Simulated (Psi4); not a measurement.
C4H5N, charge -1, doublet, at a GFN2-xTB geometry (a state made from the parent by changing its charge; the spin is typed, not shown lowest) (a gas-phase anion, which may not be bound at this level). Base run: M06-2X/6-31G in Psi4.

Input for Psi4:
```
memory 2 GB

molecule mol {
-1 2
C    -0.049955   -1.079064    0.561238
C    -1.155021   -0.306735    0.231741
C    -0.710188    0.820842   -0.474398
N     0.733699    0.833109   -0.507901
C     1.097035   -0.442224    0.064460
H    -0.060388   -2.050088    1.046251
H    -2.196072   -0.557461    0.409456
H    -1.236664    1.761882   -0.606954
H     1.143879    1.642558    0.013763
H     2.122124   -0.585571    0.394533
}

set {
  basis 6-31g
  reference uks
}

energy('m06-2x')
print_variables()
```

Each row names what was changed in the base input (with any setting that the change needs).

| change | E (Eh) | SCF-reference <S^2> | core-seconds (rough) |
|---|---|---|---|
| base | -209.90492 | 0.767 | 30 |
| functional = pbe | -209.73806 | 0.755 | 20 |
| functional = hse06 | -209.76841 | 0.767 | 30 |
| functional = b3lyp5 | -209.86449 | 0.763 | 20 |
| functional = svwn | -208.83925 | 0.752 | 10 |
| functional = b97m-v | -209.99425 | 0.758 | 200 |
| functional = bp86 | -210.00861 | 0.755 | 10 |
| functional = mn15 | -209.72970 | 0.762 | 30 |
| functional = tpssh | -210.01722 | 0.763 | 30 |
| functional = m06 | -209.84629 | 0.759 | 20 |
| functional = b2plyp | -209.67544 | 0.794 | 10 |
| functional = pw6b95 | -210.26905 | 0.764 | 30 |
| functional = blyp | -209.90715 | 0.755 | 10 |

Totals shift with the method and basis; they matter in differences.

Open shells are given as the SCF converged; they aren't shown to be the lowest states, and a large step between rows can be another state.

A gas-phase anion may not be bound at this level; its values then depend on the basis.
